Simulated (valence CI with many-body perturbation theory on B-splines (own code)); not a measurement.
**Sensitivity of CI+MBPT for Ta XLIII**

Calculated by valence CI with perturbative core correlation (CI+MBPT): three valence electrons over a frozen Dirac-Fock core [Ar] 3d10, a basis of 6 s, 6 p, 5 d, 3 f, 1 g functions for each j, with the one-electron correlation potential Σ1 (screened to all orders), the two-electron term Σ2, the three-electron term Σ3, Breit, model QED; selected single and double excitations, second order for the rest, scaled by the run's own slope (own B-spline code, finite nucleus).

The last digits are not significant, and no measured levels were compared; by estimate large intervals hold to a few tenths of a per cent, small ones and those within an open d or f shell to about a per cent.

The reference run has the lowest level (4s^2 4p1/2) J=1/2 and an ionisation energy of 2114.11 eV. Its largest variational space holds 2735 state functions.

Levels are named by their leading jj configuration (3d3/2^4 stands for four electrons in 3d with j = 3/2), which in mixed levels can hold well under half, so a name can repeat and another be missing. Letters in brackets count levels of one name in rising energy.

Changed runs:
A. hole-hole ladder in Σ2 on → off; logarithmic knot step 0.27 → 0.33
B. correlating orbitals by l 3 3 3 2 1 → 4 2 2 2 2
C. scale of Σ1 1 → 0.8
D. scale of Σ2 1 → 3 (bad on purpose)

Excitation energies of the reference run in cm⁻¹, and shifts in cm⁻¹:

```csv
Level,Reference,A,B,C,D
(4s^2 4p3/2) J=3/2,736272,-16,-9.3,-404,+1676
(4s 4p1/2^2) J=1/2,759799,-8.6,+55,+174,+1333
(4s 4p1/2 4p3/2) J=3/2 [a],1392910,-103,+37,-218,+9619
(4s 4p1/2 4p3/2) J=5/2,1458970,-52,+39,-223,+5582
(4s 4p1/2 4p3/2) J=3/2 [b],1552940,+3.1,+44,-222,-2599
(4s 4p1/2 4p3/2) J=1/2,1573610,+23,+45,-224,-10021
(4s^2 4d3/2) J=3/2,2002790,+4.1,-25,-46,-10936
(4s^2 4d5/2) J=5/2,2098880,-73,-0.5,-381,+3952
(4s 4p3/2^2) J=5/2,2230260,-6.4,-4.5,-423,-6725
(4s 4p3/2^2) J=1/2,2309840,+60,+38,-628,-2102
(4p1/2^2 4p3/2) J=3/2,2316240,+16,+94,-39,-5561
(4s 4p3/2^2) J=3/2,2339550,+34,+31,-618,-11096
Ionisation energy (eV),2114.11,-0.019,-0.0031,-0.38,-0.15
```
